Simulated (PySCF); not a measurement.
## Bi(CH3)(OH)2: from a saddle point downhill

PySCF 2.14.0, RKS PBE, Bi def2-SVP with ECP60, C def2-SVP, H def2-SVP, O def2-SVP; non-relativistic Hamiltonian with scalar-relativistic core potentials where named; density fitting; no spin-orbit coupling. Relaxed within the symmetry of its start, the geometry (Cs) is

```xyz
9

Bi   -0.0343    0.0000    0.2234
C     1.9761    0.0000   -0.8248
H     1.7365    0.0000   -1.9045
H     2.5418    0.9110   -0.5536
H     2.5418   -0.9110   -0.5536
O    -0.6350    1.6382   -1.0087
H    -1.5376    1.8963   -0.7352
O    -0.6350   -1.6382   -1.0087
H    -1.5376   -1.8963   -0.7352
```

and its lowest harmonic modes are -103, 134, 153, 175, 229, 280 cm⁻¹ (negative: unstable). It was moved along the lowest mode and relaxed again.

(1) Where does it end, and how much lower?

(2) How do the contacts change?

(3) Is the end a minimum?

State: singlet.

Answers

(1) In C1, nearly Cs, 0.024 eV lower, after 20 steps:
```xyz
9

Bi   -0.0318   -0.1194    0.2191
C     1.9790   -0.0550   -0.8268
H     1.9338   -0.8427   -1.6027
H     2.0448    0.9491   -1.2878
H     2.8174   -0.2306   -0.1258
O    -0.5561    1.7010   -0.7695
H    -1.4598    1.9464   -0.4877
O    -0.6968   -1.5499   -1.2236
H    -1.6139   -1.8024   -0.9961
```

(2) 
| contact | saddle (Å) | end (Å) |
| --- | --- | --- |
| Bi1–C2 (CH3) | 2.267 | 2.267 |
| Bi1–O6 (OH) | 2.136 | 2.137 |
| Bi1–O8 (OH) | 2.136 | 2.138 |


(3) Yes; lowest modes 102, 143, 157, 172, 240, 287 cm⁻¹.
